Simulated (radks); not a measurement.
Task: Si II, 13 electrons, occupied as [Ne] 3s2 3p1. Calculated with a radial shooting solver on a logarithmic mesh with Libxc functionals: scalar-relativistic Kohn-Sham, Slater X-alpha with alpha = 0.917, spin-polarised, spherical densities, point nucleus; open shells are filled with parallel spins first. Some entries of the table are withheld. Estimate them.

orbital,occ.,eigenvalue (eV),r(max) (bohr)
1s up,1,-1824.995,0.07243
1s down,1,-1824.833,0.07243
2s up,1,-157.2613,(1)
2s down,1,-157.0505,(2)
2p up,3,-113.9881,0.3808
2p down,3,-113.7239,0.3810
3s up,1,-21.5367,1.694
3s down,1,-19.5066,1.682
3p up,1,-13.7757,1.932
3p down,0,-11.7863,1.929

Result: 
(1) 2s up r(max) (bohr): 0.4501
(2) 2s down r(max) (bohr): 0.4501
